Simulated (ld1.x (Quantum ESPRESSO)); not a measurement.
**Before and after: TM potential for lithium (Li)**

```
Element                 : lithium
Generator               : ld1.x (Quantum ESPRESSO) 7.5
Type                    : norm-conserving Troullier–Martins (Kleinman–Bylander form)
Functional              : PBEsol
Relativity              : non-relativistic
Frozen core             : [He]
Valence charge          : 1
Reference configuration : 2s0.75 2p0.25
Partial waves           : 2s (bound): rc 2.40 bohr; 2p (bound): rc 4.20 bohr
Local potential         : all-electron potential smoothed inside 1.90 bohr (lloc = -1)
Core correction         : a·sin(br)/r model core inside 1.25 bohr
```

Change: wave 2p (bound): rc 4.20 bohr becomes 2p (bound): rc 5.64 bohr.

Cutoffs: the cutoffs (Ry, on a coarse ladder) from which the occupation-weighted sum of valence levels, in a spherical-Bessel basis at the reference potential, stays within 10 and 1 mRy of its value at 400 Ry; they do not see the model core or the augmentation charge, which bear on the density cutoff. Errors are all-electron minus pseudo energies relative to the spin-unpolarised reference configuration.

Problem. What does the change do?

Solution. Both files are so soft that the ladder of cutoffs tells neither apart; of the 3 tests that both files solve, the error grows in 3 and shrinks in 0 by more than 15 % and 0.3 meV (median size 1.6 → 3.9 meV); neither file shows a bound ghost. More of the atom is replaced by a form fitted at one configuration, so other configurations suffer.

```tsv
quantity	base	changed
cutoff, loose	6 Ry	6 Ry
cutoff, tight	6 Ry	6 Ry
bound ghosts	none	none
error for 2s1 2p0, meV [ΔE -0.44 eV]	-0.4	-1.0
error for 2s0.5 2p0, meV [ΔE 1.57 eV]	+1.6	+3.9
error for 2s0 2p1, meV [ΔE 1.32 eV]	-4.4	-11
```
